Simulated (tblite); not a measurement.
C8H9O (doublet state).
Numbering: `[C:1]#[C:2][C@H:3]([CH:4]=[CH2:5])[CH2:6][C:7]([CH3:8])=[O:9]` (hydrogens: H10 on C3; H11 on C4; H12, H13 on C5; H14, H15 on C6; H16, H17, H18 on C8)

Structure optimised with GFN2-xTB, isolated species. This method treats the open shell by occupation alone, without spin polarisation.

(1) Give the optimised bond lengths and angles.

Results:

(1) 
| bond | length (Å) |
| --- | --- |
| C1≡C2 | 1.196 |
| C2–C3 | 1.475 |
| C3–C4 | 1.495 |
| C4=C5 | 1.323 |
| C3–C6 | 1.538 |
| C6–C7 | 1.519 |
| C7–C8 | 1.500 |
| C7=O9 | 1.204 |
| C3–H10 | 1.096 |
| C4–H11 | 1.082 |
| C5–H12 | 1.078 |
| C5–H13 | 1.076 |
| C6–H14 | 1.093 |
| C6–H15 | 1.090 |
| C8–H16, C8–H17, C8–H18 | 1.088 |

Bonds in one row agree within 0.01 Å and their mean is given. A selection of angles:
| angle | degrees |
| --- | --- |
| C1–C2–C3 | 172.9 |
| C2–C3–C4 | 106.2 |
| C2–C3–C6 | 110.6 |
| C4–C3–C6 | 111.9 |
| C3–C4–C5 | 123.4 |
| C3–C6–C7 | 109.5 |
| C6–C7–C8 | 114.9 |
| C6–C7–O9 | 121.5 |
| C8–C7–O9 | 123.6 |

Torsions: C2–C3–C4–C5 106° (anticlinal); C2–C3–C6–C7 -71° (synclinal); C3–C6–C7–C8 101° (anticlinal).

C5 (carbon bonded to C and 2 H) is planar (angles 121.8°, 121.8° and 116.4°, sum 360.0°, 0.00 Å off the plane of its three neighbours). C7 (carbon bonded to 2 C and O) is planar (angles 123.6°, 121.5° and 114.9°, sum 360.0°, 0.01 Å off the plane of its three neighbours). The C–C distances run from 1.196 Å (C1≡C2, drawn triple) to 1.538 Å (C3–C6, drawn single), a spread of 0.342 Å. C4 (carbon bonded to 2 C and H) is planar (angles 123.4°, 121.1° and 115.4°, sum 360.0°, 0.01 Å off the plane of its three neighbours). Of the pairs four or more bonds apart, C1···H17 is among the closest relative to their van der Waals radii: 2.68 Å, 92 % of the sum of Bondi's values.

Point group: C1 (no symmetry element, even within 0.4 Å). Its GFN2-xTB frequencies are all real (lowest 34 cm⁻¹). 3 starts were optimised and ended at 0.00, 1.06 and 2.50 kcal/mol (GFN2-xTB); the lowest of these is shown.

One conformer stands for the species.

All values are computed, not measured.
